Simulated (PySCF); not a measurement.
methoxycyclobutane (C₅H₁₀O), SMILES COC1CCC1. Atoms are numbered in the order given.

```xyz
16

C      2.1942     0.8277    -0.0638
O      1.3154    -0.1628     0.4001
C     -0.0310     0.2092     0.3439
C     -0.7494     0.2420    -1.0332
C     -1.9588    -0.4488    -0.3516
C     -1.0182    -0.8741     0.8051
H      2.1121     1.7628     0.5275
H      3.2195     0.4417     0.0317
H      2.0135     1.0832    -1.1268
H     -0.1906     1.1635     0.8888
H     -0.2374    -0.4369    -1.7330
H     -0.9099     1.2149    -1.5220
H     -2.4655    -1.2482    -0.9115
H     -2.7171     0.2783    -0.0226
H     -1.3929    -0.8271     1.8384
H     -0.5749    -1.8656     0.6265
```
Charge 0, spin multiplicity 1.

Coordinates come from a B3LYP-D3(BJ)/def2-SVP optimisation. Other conformers were not sampled.

Calculation: PBE0/pcSseg-1 in PySCF.

GIAO shieldings, no solvent; atoms listed in one row are averaged. δ = σ(ref) − σ: ¹³C against TMS (σ = 186.3 ppm); ¹⁷O against H2O (σ = 334.2 ppm); ¹H against TMS (σ = 31.56 ppm), references at their B3LYP-D3(BJ)/def2-TZVP geometries, non-relativistic.

Computed chemical shifts:
```
nucleus       atoms  count  δ (ppm)
-------  ----------  -----  -------
¹³C              C3      1     77.9
¹³C              C1      1     57.8
¹³C          C4, C6      2     34.1
¹³C              C5      1     16.3
¹⁷O              O2      1     55.5
¹H              H10      1     3.79
¹H       H7, H8, H9      3     3.43
¹H              H15      1     2.44
¹H              H12      1     2.38
¹H              H16      1     2.30
¹H              H11      1     1.99
¹H              H13      1     1.92
¹H              H14      1     1.72
```
